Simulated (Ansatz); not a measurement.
The cluster K₂S. The state is a quintet with charge 0. Geometry r2SCAN-D4/def2-TZVP; atoms count from 1.

```xyz
3

K    -1.6063   -2.0333   -3.0893
K     1.6408    2.0199    3.0800
S    -0.0344    0.0134    0.0093
```

At PBE0-D4/def2-TZVP a singlet of charge 0 lies 4.53 eV below the quintet, each at its own geometry. The structure comes from a short search, and lower isomers may exist.

**Question.** Estimate the Mulliken populations from the PBE0/def2-TZVP orbitals of Ansatz.

**Answer.** 
```json
{"atom": "K1", "charge (e)": "-0.03", "spin (α − β)": "0.99"}
{"atom": "K2", "charge (e)": "-0.03", "spin (α − β)": "0.99"}
{"atom": "S3", "charge (e)": "0.06", "spin (α − β)": "2.01"}
```
Mulliken values depend strongly on the basis.

**Question.** Where does the spin sit?

**Answer.** Summed by element: K 1.99, S 2.01, of 4 unpaired in all. Largest on single atoms: S3 2.01, K1 0.99, K2 0.99.
